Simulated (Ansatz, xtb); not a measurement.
# C2H6BrSn+: which of two conformers lies lower

We compare I, `C[CH2][SnH+][Br]`, a singlet, with II, `C[CH2][SnH+][Br]`, a singlet. Both are isolated ions in the gas phase, relaxed with B3LYP-D3(BJ)/def2-SVP.

I (Å):

```xyz
10

C     1.5372   -1.3311   -1.0433
C     0.1397   -0.9369   -0.5941
Br    2.3073    0.5947    2.2702
Sn    0.1174    0.1837    1.2743
H     1.4434   -1.8886   -1.9901
H     2.0424   -1.9887   -0.3215
H     2.1800   -0.4602   -1.2350
H    -0.3877   -0.2665   -1.2937
H    -0.5248   -1.7914   -0.3811
H    -1.1345    0.8616    2.2291
```

II (Å):

```
atom    x (Å)    y (Å)    z (Å)
   C  -1.4001   0.7237   0.1890
   C  -0.6341  -0.4099  -0.4775
  Br  -0.7969  -3.9630  -2.1957
  Sn  -1.8923  -2.0700  -1.1139
   H  -2.1346   1.1928  -0.4821
   H  -0.6733   1.5040   0.4714
   H  -1.9107   0.4081   1.1108
   H   0.1064  -0.9014   0.1752
   H  -0.1200  -0.1223  -1.4096
   H  -3.5860  -2.3149  -0.9951
```

Estimate E(II) − E(I) at the level CCSD(T)/def2-SVP + ΔMP2/def2-TZVPP.

Too close to call at this level: CCSD(T)/def2-SVP + ΔMP2/def2-TZVPP gives E(II) − E(I) = +2.76 kJ/mol.

The same difference at several levels:

```csv
level,geometry,E(II) − E(I) (kJ/mol),departure from the last row (kJ/mol),"job, with rough time for the two"
B3LYP-D3(BJ)/def2-SVP,B3LYP-D3(BJ)/def2-SVP,+2.59,−0.16,"optimisation, 89 s"
HF/def2-SVP,B3LYP-D3(BJ)/def2-SVP,+0.26,−2.50,part of the CCSD(T) run
MP2/def2-SVP,B3LYP-D3(BJ)/def2-SVP,+2.06,−0.70,part of the CCSD(T) run
CCSD(T)/def2-SVP,B3LYP-D3(BJ)/def2-SVP,+1.74,−1.01,single point
CCSD(T)/def2-SVP + ΔMP2/def2-TZVPP,B3LYP-D3(BJ)/def2-SVP,+2.76,,"single point, 57 s"
```

The largest departure from CCSD(T)/def2-SVP + ΔMP2/def2-TZVPP is that of HF/def2-SVP, 2.50 kJ/mol. Levels run at GFN2-xTB geometries aren't shown. The last row adds to CCSD(T) the change of the MP2 difference between the two basis sets, here +1.01 kJ/mol.

With harmonic frequencies from B3LYP-D3(BJ)/def2-SVP (ideal gas, rigid rotor, one conformer each, 298.15 K, 1 atm): on the last row, ΔE + ΔZPE = +2.51 kJ/mol. A mode under 50 cm⁻¹ makes harmonic enthalpies and free energies unreliable, so none is given.

The correlated steps freeze 15 core orbitals; the filled d shell of Br and Sn is correlated, in a basis made for valence electrons. Atoms past krypton carry core potentials in the def2 sets and no spin–orbit term is included. Programs: Ansatz 0.2.0; the last row on 2 threads of Arm Neoverse V2 on a shared host.
